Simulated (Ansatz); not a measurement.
Ansatz (a quantum-chemistry and plane-wave program) input (PBE/def2-SVP):

Ansatz 0.2 input:
```yaml
crystal:
  periodic: [false, false, false]
  atoms:
    - {symbol: Hf, position_ang: [0.11165200, -0.07611600, 0.15421200]}
    - {symbol: O, position_ang: [0.89423800, 0.03190500, -1.41192300]}
    - {symbol: F, position_ang: [-1.68809500, 0.58056800, 0.02135100]}
basis:
  gaussian:
    orbitals: def2-SVP
hamiltonian:
  xc: {name: PBE}
magnetization: {spin_polarized: true, initial_magnetization: 1}
output: {forces: true}
```

Output:

```
Functional definition: PBE
integrals: 0.01 GiB planned
605 factors; their error is unknown
mean field: 0.16 GiB planned
mean field evaluation 1: about -6051.3694 eV, gradient 5.9e1 eV
mean field evaluation 2: about -5775.3281 eV, gradient 2.0e2 eV
mean field evaluation 4: about -6064.0141 eV, gradient 1.5e1 eV
mean field evaluation 8: about -6064.8676 eV, gradient 7.1e-2 eV
mean field evaluation 16: about -6064.8089 eV, gradient 2.5e-4 eV
mean field -6064.80894303 eV, -222.8776177812 hartree, gradient 2.9e-5 eV, S^2 0.753052; 0 other end points of the search recorded, 0 dependent functions left out
the calculation of the forces begins
reference -6064.80898868 eV, -222.8776194587 hartree; 15, 14 occupied and 45, 46 virtual orbitals, 605 factors
Total energy: -6064.80898868 eV, -222.8776194587 hartree
Atom 0 at     0.111652    -0.076116     0.154212 Å, force    -0.149538    -0.099573     0.624944 eV/Å
Atom 1 at     0.894238     0.031905    -1.411923 Å, force     0.120552     0.081811    -0.510155 eV/Å
Atom 2 at    -1.688095     0.580568     0.021351 Å, force     0.028986     0.017762    -0.114789 eV/Å
Dipole moment:     0.203805    -0.284872     0.883627 e Å
```

The geometry given is a B3LYP-D3(BJ)/def2-TZVP minimum.
